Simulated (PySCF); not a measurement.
H₂Cd (SMILES [CdH2]), singlet, geometry from GFN2-xTB (such geometries of metal compounds can be far from the true shape) (core potentials on Cd). Base run: CAMB3LYP/def2-SVPD, polarisability (PySCF).

The PySCF input:
```python
from pyscf import gto, scf, dft
from pyscf.prop import polarizability

mol = gto.M(
    atom='''
Cd    0.00000000    0.00000000    0.00000000
H     0.00000000    0.00000000    1.65641695
H    -0.00000000   -0.00000000   -1.65641695
''',
    basis='def2-svpd',
    ecp={'Cd': 'def2-svpd'},
    verbose=4,
)

mf = dft.RKS(mol)
mf.xc = 'camb3lyp'
mf.kernel()
alpha = mf.Polarizability().polarizability()[2, 2]
print('alpha_zz =', alpha)
```

Question: The base was run again with changes. Order these runs by alpha_zz (bohr³), lowest first: functional = pbe | basis = def2-TZVPD | basis = def2-SVP | functional = hf | functional = pbe0 | basis = def2-TZVP.

Answer: functional = hf (alpha_zz (bohr³) 36.84), basis = def2-SVP (alpha_zz (bohr³) 39.09), basis = def2-TZVP (alpha_zz (bohr³) 39.79), functional = pbe0 (alpha_zz (bohr³) 41.75), basis = def2-TZVPD (alpha_zz (bohr³) 42.44), functional = pbe (alpha_zz (bohr³) 44.03)

Finite-field rows take the second difference of the energy in a field along z; a small field with loose convergence shows SCF noise divided by the square of the field, and a large one adds hyperpolarisability.
